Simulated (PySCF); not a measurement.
In(I)(Me)2 (C₂H₆IIn), SMILES [In]([CH3])([I])[CH3].

Coordinates come from a PBE-D3(BJ)/def2-SVP optimisation. The structure was generated by enumeration; whether it is a known compound was not checked. The def2 effective core potentials stand for the cores of I, In; spin–orbit coupling is left out.

The numbers are results of TDA-PBE/def2-SVPD in PySCF, not measurements.

Vertical excitations. Gas-phase values at a fixed geometry.

Computed UV-visible absorptions:
```
state  energy (eV)  λ (nm)      f                              main pairs
-----  -----------  ------  -----  --------------------------------------
S1            3.70     335  0.000                         HOMO→LUMO 100 %
S2            4.24     293  0.042                        HOMO→LUMO+1 95 %
S3            4.25     292  0.031                        HOMO−1→LUMO 92 %
S4            4.43     280  0.022                      HOMO−1→LUMO+1 99 %
S5            4.73     262  0.000                       HOMO−2→LUMO 100 %
S6            4.91     252  0.000                       HOMO−3→LUMO 100 %
S7            5.35     232  0.001                        HOMO→LUMO+2 99 %
S8            5.58     222  0.185  HOMO−2→LUMO+1 72 %, HOMO−2→LUMO+2 16 %
S9            5.62     221  0.000                      HOMO−1→LUMO+2 99 %
S10           5.90     210  0.258    HOMO−3→LUMO+1 63 %, HOMO→LUMO+3 25 %
T1            3.62     343      0                         HOMO→LUMO 100 %
T2            3.78     328      0                       HOMO−1→LUMO 100 %
T3            3.91     317      0                        HOMO→LUMO+1 98 %
T4            4.20     295      0                      HOMO−1→LUMO+1 95 %
```
Triplets are in the Tamm–Dancoff approximation.
